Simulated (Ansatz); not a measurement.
The same path of C$_{2}$H$_{10}$AlBGe (15 atoms, charge 0, multiplicity 1) was run twice with different band settings. The coordinate that changes most is the dihedral H7–C1–B2–Al3.

These are results of Ansatz, RKS LDA/def2-SVP, not measurements.

Relaxed end points:

```xyz
15
Properties=species:S:1:pos:R:3
C -1.772 -0.991 1.822
B -0.462 -0.206 1.583
Al 0.603 0.044 -0.214
C 2.200 -0.960 -0.730
Ge -0.220 1.791 -1.752
H -1.938 -1.336 2.865
H -2.057 -1.781 1.097
H -2.518 -0.158 1.683
H -0.067 0.464 2.540
H 1.960 -2.042 -0.833
H 2.976 -0.891 0.065
H 2.649 -0.614 -1.685
H 0.772 2.209 -2.869
H -1.500 1.317 -2.496
H -0.648 3.104 -1.046
```

```xyz
15
Properties=species:S:1:pos:R:3
C -1.569 -0.558 2.201
B -0.939 -1.083 0.891
Al 0.497 -0.153 -0.335
C 2.403 -0.580 -0.426
Ge -0.308 1.568 -1.911
H -1.032 0.228 2.769
H -1.968 -1.336 2.886
H -2.487 -0.062 1.778
H -1.435 -2.119 0.443
H 2.585 -1.182 -1.346
H 2.778 -1.168 0.438
H 3.022 0.338 -0.530
H 0.680 1.940 -3.049
H -1.648 1.214 -2.609
H -0.599 2.902 -1.169
```

Common settings: movable images 5; climbing image yes; spring 5.0 eV/Å²; start path IDPP; force threshold 0.05 eV/Å; iteration limit 60; end points relaxed.

| run | optimiser | largest step |
| --- | --- | --- |
| 1 | quadratic models (default) | default |
| 2 | lbfgs | 0.02 Å |

Problem. What does each run give, and how far can it be trusted?

Solution. Run 1: converged after 12 iterations, highest image 0.149 eV above the first end. A vibrational analysis at the climbing image gives 2 clearly imaginary modes (153i, 76i cm⁻¹): a point of higher order, so a lower path passes nearby.
Run 2: converged after 46 iterations, highest image 0.170 eV above the first end. The order of the stationary point at the top wasn't checked.
